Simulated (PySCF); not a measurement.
Si(I)(SH) (HISSi), SMILES S[Si]I (connectivity only; charge and spin as stated), neutral, multiplicity 1. Heavy atoms are numbered as in [Si:1]([I:2])[SH:3]. Hydrogens are named by the atom that carries them.

Geometry: PBE0-D3(BJ)/def2-TZVP. The def2 effective core potentials stand for the cores of I; spin–orbit coupling is left out. Other conformers were not sampled.

Calculation: ωB97X/def2-TZVPD (PySCF).

Mulliken values depend strongly on the basis, most of all with diffuse functions as here. ESP charges are fitted to the potential on shells at 1.4 to 2.0 van der Waals radii. Atomic charges (e), one atom of each kind:

| atom | Mulliken | ESP fit |
|---|---|---|
| Si1 | 0.15 | 0.04 |
| I2 | -0.09 | -0.05 |
| S3 (SH) | -0.25 | -0.19 |
| H on S3 | 0.19 | 0.20 |
